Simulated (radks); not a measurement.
Question: All-electron atom: Tb3+ in [Kr] 4d10 4f8 5s1 5p6 5d1 (not the ground configuration). Calculated with a radial shooting solver on a logarithmic mesh with Libxc functionals: Dirac Kohn-Sham, PBE, spin-unpolarised, spherical densities, finite nucleus; open shells fill j = l - 1/2 first; Fermi nuclear charge, rms radius 5.06 fm. Some entries of the table are withheld. Estimate them.

| orbital | occ. | eigenvalue (Ry) | <r^2> (bohr^2) |
|---|---|---|---|
| 1s1/2 | 2 | -3809.551 | 0.0006317 |
| 2s1/2 | 2 | -633.3979 | 0.009830 |
| 2p1/2 | 2 | -602.0884 | 0.007125 |
| 2p3/2 | 4 | -547.2170 | 0.008355 |
| 3s1/2 | 2 | -142.5717 | 0.06538 |
| 3p1/2 | 2 | -128.9478 | 0.06080 |
| 3p3/2 | 4 | -117.6215 | 0.06781 |
| 3d3/2 | 4 | -94.13644 | 0.05395 |
| 3d5/2 | 6 | -91.66568 | 0.05590 |
| 4s1/2 | 2 | -30.37642 | 0.3305 |
| 4p1/2 | 2 | -25.03410 | 0.3470 |
| 4p3/2 | 4 | -22.50649 | 0.3853 |
| 4d3/2 | 4 | -13.70075 | (1) |
| 4d5/2 | 6 | -13.24246 | (2) |
| 5s1/2 | 1 | -5.82534 | (3) |
| 5p1/2 | 2 | -4.31736 | 2.298 |
| 5p3/2 | 4 | -3.95021 | 2.576 |
| 4f5/2 | 6 | (4) | 0.8414 |
| 4f7/2 | 2 | (5) | 0.8643 |
| 5d3/2 | 1 | -1.96146 | (6) |
| 5d5/2 | 0 | -1.92432 | (7) |

Answer: 
(1) 4d3/2 <r^2> (bohr^2): 0.4395
(2) 4d5/2 <r^2> (bohr^2): 0.4545
(3) 5s1/2 <r^2> (bohr^2): 1.865
(4) 4f5/2 eigenvalue (Ry): -2.80785
(5) 4f7/2 eigenvalue (Ry): -2.74449
(6) 5d3/2 <r^2> (bohr^2): 4.861
(7) 5d5/2 <r^2> (bohr^2): 5.030
